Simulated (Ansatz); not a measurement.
Ansatz (an electronic-structure program) input:
A basis named .json is the Basis Set Exchange file of that set.

Ansatz 0.2 input:
```yaml
crystal:
  periodic: [false, false, false]
  atoms:
    - {symbol: C, position_ang: [1.95175584, -0.26242693, 0.41894449]}
    - {symbol: C, position_ang: [0.61317886, -0.78121442, 0.02456042]}
    - {symbol: C, position_ang: [-0.54965067, -0.03216470, -0.13423340]}
    - {symbol: C, position_ang: [-0.53231760, 1.46198034, 0.09876252]}
    - {symbol: C, position_ang: [-1.73309521, -0.63880957, -0.50558319]}
    - {symbol: H, position_ang: [2.30684136, -0.74265017, 1.33812670]}
    - {symbol: H, position_ang: [2.70337791, -0.48439979, -0.34746815]}
    - {symbol: H, position_ang: [1.95411012, 0.81388319, 0.58440006]}
    - {symbol: H, position_ang: [0.54180817, -1.84917779, -0.15585247]}
    - {symbol: H, position_ang: [-1.51939510, 1.89083202, -0.06774321]}
    - {symbol: H, position_ang: [0.16867983, 1.96185720, -0.57311265]}
    - {symbol: H, position_ang: [-0.22966570, 1.70242870, 1.12017181]}
    - {symbol: H, position_ang: [-2.64420562, -0.07115401, -0.63295146]}
    - {symbol: H, position_ang: [-1.78077829, -1.70580765, -0.68027566]}
basis:
  gaussian:
    orbitals: def2-QZVPP.json
hamiltonian:
  xc: {name: PBE0}
magnetization: {spin_polarized: true, initial_magnetization: 1}
```

Question: What final total energy does it print?

Answer: -195.72996 Eh (PBE0/def2-QZVPP). The basis has 555 functions.

It need not be the lowest isomer of its formula.
